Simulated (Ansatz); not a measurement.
Cost and result for the atomization energy of C₂H₆Cl₂S₂Sn (`C[S][Sn]([Cl])([Cl])[S]C`) (13 atoms, 12 bonds).

```xyz
13

C    -1.6847    0.4451    1.6775
S     0.1129    0.3564    1.9481
Sn    0.8050    1.1847   -0.1626
Cl    3.1198    1.2559   -0.1008
Cl   -0.0124    3.3217   -0.5258
S     0.0418   -0.1320   -1.9803
C     0.8315   -1.7015   -1.5054
H    -1.9853   -0.1271    0.8002
H    -2.0170    1.4783    1.5864
H    -2.1410    0.0016    2.5625
H     1.9164   -1.6287   -1.5660
H     0.4837   -2.4400   -2.2277
H     0.5291   -2.0144   -0.5063
```

The species carries charge 0 and has multiplicity 1. Correlated methods include outer-core shells of Sn, which these sets cover unevenly. Sn: def2 effective core potential. The structure was optimised at the PBE0-D4/def2-TZVP level. It is one conformer, not always the lowest. Program: Ansatz. All runs use 3 threads of an AMD EPYC 7R13 on a shared host and a share of an NVIDIA H100 80 GB. Times are those of one run each, without the atoms' runs, and a repeat can differ threefold. Electronic energies, without spin–orbit coupling; frozen cores. CCSD(T)/CBS adds CCSD(T) − MP2 in def2-TZVPP to the MP2 limit, and its time is that of the two runs behind it. T1 = 0.012. With those shells the extrapolation isn't a true limit. B3LYP takes the VWN-RPA correlation (the form of Gaussian; ORCA's B3LYP/G).

CCSD(T)/CBS is a level of theory with its own doubt, some kJ/mol a heavy atom from the limit and from the frozen cores, so smaller differences don't rank the functionals.

| level | functions | wall time | atomization (kcal/mol) | difference from CCSD(T)/CBS | per bond |
| --- | --- | --- | --- | --- | --- |
| PBE0-D4/def2-TZVPP | 364 | 4.3 s | 1050.1 | 0.6 | 0.1 |
| B3LYP-D4/def2-TZVPP (with forces) | 364 | 5.5 s | 1036.7 | -12.8 | -1.1 |
| ωB97X-V/def2-TZVPP | 364 | 7.5 s | 1050.7 | 1.2 | 0.1 |
| r2SCAN-D4/def2-TZVPP (with forces) | 364 | 8 s | 1050.6 | 1.1 | 0.1 |
| B2PLYP/def2-TZVPP | 364 | 12 s | 1022.5 | -27.0 | -2.2 |
| ωB97M-V/def2-TZVPP (with forces) | 364 | 14 s | 1048.7 | -0.8 | -0.1 |
| MP2/def2-QZVPP | 656 | 18 s | 1052.9 | 3.4 | 0.3 |
| PBE-D4/def2-TZVPP (with forces) | 364 | 18 s | 1065.9 | 16.4 | 1.4 |
| CCSD(T)/def2-TZVPP | 364 | 37 s | 1013.0 | -36.5 | -3.0 |
| CCSD(T)/CBS(def2) | – | 54 s | 1049.5 | 0.0 | 0.0 |

From PBE to PBE0 (25 % exact exchange), in def2-TZVPP and without D4, the atomization energy moves by −14.3 kcal/mol: exact exchange takes away binding that semilocal exchange gives to molecules. The D4 term adds +18.8 kcal/mol with B3LYP and +10.2 kcal/mol with PBE0; it sums over pairs of atoms, weighted by their polarisabilities, and B3LYP, whose exchange is more repulsive, gets the larger term. In def2-TZVPP, CCSD(T) changes the Hartree–Fock value by +263.3 kcal/mol (the triples alone add +20.6 kcal/mol) and MP2 by +281.6 kcal/mol; breaking electron pairs costs correlation energy, which Hartree–Fock lacks.

Spin–orbit coupling would lower the free Sn atoms strongly, and the atomization energy with them, by more than many differences here. For some Ge, Se and Sn compounds the MP2-based and the directly extrapolated limit differ by 10 to 25 kJ/mol.
